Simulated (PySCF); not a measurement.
Computed IR spectrum (relative IR intensity) of a molecule CH₈O₂Si₂. The structure is a stationary point at PBE-D3(BJ)/def2-SVP. One conformer was computed; it need not be the lowest. Computed with PBE-D3(BJ)/def2-SVP run with PySCF 2.14.0. Frequencies are harmonic and unscaled.

Lines under 2 % of the strongest are left out, and lines within 2 cm⁻¹ are merged.

| ν (cm⁻¹) | relative intensity |
|---|---|
| 84 | 15 |
| 104 | 14 |
| 135 | 7.4 |
| 167 | 25 |
| 216 | 3.8 |
| 243 | 8.7 |
| 325 | 23 |
| 423 | 8.9 |
| 485 | 9.5 |
| 490 | 9.0 |
| 652 | 35 |
| 714 | 17 |
| 737 | 44 |
| 779 | 65 |
| 797 | 88 |
| 827 | 100 |
| 883 | 11 |
| 896 | 4.2 |
| 905 | 25 |
| 923 | 48 |
| 1214 | 14 |
| 1376 | 2.2 |
| 2139 | 30 |
| 2151 | 41 |
| 2166 | 39 |
| 3061 | 2.7 |
| 3739 | 26 |
| 3768 | 30 |

**Question.** Which molecule gave these data?
(A) C[Si](O)(O)[SiH3]
(B) O[SiH2]OC[SiH3]
(C) C[Si@@H](O)O[SiH3]
(D) CO[Si@@H](O)[SiH3]

**Answer.** A, C[Si](O)(O)[SiH3]
